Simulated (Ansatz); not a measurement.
Computed with Ansatz on PBE0-D4/def2-TZVP structures; ΔE is electronic, products minus reactants. CCSD(T)/CBS adds triple-zeta CCSD(T) − MP2 to the extrapolated MP2 energy (def2 sets, frozen cores). Functionals use def2-TZVPP. For Se, Ti outer-core shells are correlated without core-valence functions, which leaves a few kJ/mol of doubt a bond. Scalar relativity is left out up to krypton. Each species was taken in one conformer, which may not be the lowest.

Consider the redistribution: `C[Se][Ti]([OH])([F])[F]` + `FC1=N[SiH]1Cl` → `C[Se][Ti]([OH])([F])[Cl]` + `FC1=N[SiH]1F`.

Q: Is it downhill or uphill in electronic energy at CCSD(T)/CBS, and by how much? (Best estimate.)

A: Ansatz gave: Downhill: ΔE = -33.6 kJ/mol.

Q: What do these levels give: PBE-D4, PBE0-D4, HF/def2-TZVPP, CCSD/def2-TZVPP, CCSD(T)/def2-TZVPP, CCSD/CBS(def2)? (Estimate.)

A: Computed: PBE-D4 -15.7, PBE0-D4 -20.8, HF/def2-TZVPP -29.9, CCSD/def2-TZVPP -27.3, CCSD(T)/def2-TZVPP -30.9, CCSD/CBS(def2) -30.0 kJ/mol.

Largest T1 diagnostic among the species: 0.023, so the coupled-cluster value is less sure than usual.

From PBE to PBE0 (25 % exact exchange), in def2-TZVPP and without D4, ΔE moves by −5.2 kJ/mol.
